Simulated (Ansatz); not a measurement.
Gas-phase electronic energies from Ansatz, PBE0-D4/def2-TZVP geometries. CBS: MP2 limit from def2 TZ/QZ plus the TZ coupled-cluster correction, frozen cores. This one scheme is used for every species, atoms too. Functionals use def2-TZVPP. Open shells (•) are unrestricted, without spin–orbit coupling. Spin–orbit coupling would lower the free atoms: a little for C, F; strongly for In. Elements past krypton have def2 core potentials. Bonds to In are less sure, by a few kJ/mol each and by 10 to 20 or more in all where they break to atoms, as the def2 sets lack core-valence functions.

Consider the atomization: `N#[C][In]([F])[F]` → C• + 2 F• + In• + N•.

`N#[C][In]([F])[F]`:

Cartesian coordinates in Å:
```
N 1.274 1.862 -1.270
C 0.707 1.033 -0.705
In -0.312 -0.457 0.311
F 0.543 -1.727 1.468
F -2.211 -0.711 0.196
```

```tsv
level	ΔE (kcal/mol)
BLYP-D4	466.6
PBE	480.1
RPA@PBE/def2-TZVPP	413.4
CCSD/def2-TZVPP	429.4
```

Problem. What does CCSD(T)/CBS give? (Estimate.)

Solution. Ansatz gave: +463.6 kcal/mol. The listed levels differ from it by 3.0, 16.5, -50.2, -34.2 kcal/mol.

Largest T1 diagnostic among the species: 0.017.

From PBE to PBE0 (25 % exact exchange), in def2-TZVPP and without D4, ΔE moves by −27.0 kcal/mol: exact exchange takes away binding that semilocal exchange gives to molecules. The D4 term adds +3.6 kcal/mol with B3LYP and +1.9 kcal/mol with PBE0; it sums over pairs of atoms, weighted by their polarisabilities, and B3LYP, whose exchange is more repulsive, gets the larger term. Leaving LDA and LC-ωPBE aside and taking each functional with its dispersion term where it has one, the values, not all of them listed here, spread over 61.3 kcal/mol, from BHLYP-D4 to PBE-D4. LDA lies +67.9 kcal/mol from PBE without D4, its usual overbinding.

B3LYP here is the variant with VWN-RPA as its local correlation; programs differ in this.

For atomizations the MP2-based limit and the directly extrapolated one differ by several kJ/mol either way, and by 10 to 25 for some Ge, Se and Sn compounds, so smaller differences from it don't rank the levels.
